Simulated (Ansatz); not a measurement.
Coupled-cluster run, B$_{2}$Cl$_{4}$, SMILES `ClB(Cl)B(Cl)Cl`.

```yaml
crystal:
  periodic: [false, false, false]
  atoms:
    - {symbol: Cl, position_ang: [-1.124421, -1.972570, -0.235855]}
    - {symbol: B, position_ang: [-0.192748, -0.677691, 0.461341]}
    - {symbol: Cl, position_ang: [0.339072, -0.789386, 2.115246]}
    - {symbol: B, position_ang: [0.192681, 0.677852, -0.461133]}
    - {symbol: Cl, position_ang: [1.665392, 0.713090, -1.388868]}
    - {symbol: Cl, position_ang: [-0.879974, 2.048706, -0.490732]}
basis:
  gaussian: {orbitals: def2-TZVPP}
correlation: {method: ccsd_t}
output: {orbitals: {seedname: orbitals}}
```

```sh
$ ansatz run in.yaml --threads 4 --pin off --events-out ev --progress --plain --max-ram 10444MiB
```

Output of Ansatz, abridged:

```
Functional definition: HF
1400 factors; integrals over basis functions are off by at most 7.5e-4 eV
mean field evaluation 1: about -51362.0296 eV, gradient 2.0e1 eV
mean field evaluation 2: about -51362.2917 eV, gradient 2.1e1 eV
mean field evaluation 4: about -51363.9415 eV, gradient 3.6e0 eV
mean field evaluation 8: about -51364.0022 eV, gradient 2.1e-1 eV
mean field -51364.00254077 eV, -1887.5922776017 hartree, gradient 9.9e-6 eV, S^2 0.000000; 0 other end points of the search recorded, 0 dependent functions left out
22 core orbitals not correlated: weight in the atoms' cores, before any rotation towards them, 1.000 or more for the frozen orbitals, at most 0.000 for the correlated occupied ones
reference -51364.00254077 eV, -1887.5922776017 hartree; 17, 17 occupied and 191, 191 virtual orbitals, 1400 factors
second order -25.47287519 eV of doubles, -0.00000000 eV of singles
cycle   1  -26.54187151 eV  change    -1.1e0 eV  update   1.1e-1
cycle   2  -27.10238088 eV  change   -5.6e-1 eV  update   3.1e-2
cycle   3  -27.23895706 eV  change   -1.4e-1 eV  update   1.8e-2
cycle   4  -27.22295096 eV  change    1.6e-2 eV  update   5.5e-3
cycle   5  -27.22017271 eV  change    2.8e-3 eV  update   2.2e-3
cycle   6  -27.22038462 eV  change   -2.1e-4 eV  update   6.6e-4
cycle   7  -27.22029210 eV  change    9.3e-5 eV  update   2.0e-4
cycle   8  -27.22032948 eV  change   -3.7e-5 eV  update   6.1e-5
cycle   9  -27.22035706 eV  change   -2.8e-5 eV  update   2.3e-5
perturbative correction -1.29073013 eV, -0.0474334573 hartree
Total energy: -51392.51362795 eV, -1888.6400407302 hartree
```

Hardware: 4 threads of an Arm Neoverse V1 on a shared host. Wall time 44 s, peak host memory 2.4 GiB.

MP2 recovers 89.3 % of the CCSD(T) correlation energy and the triples give 4.5 %; T1 = 0.0128.
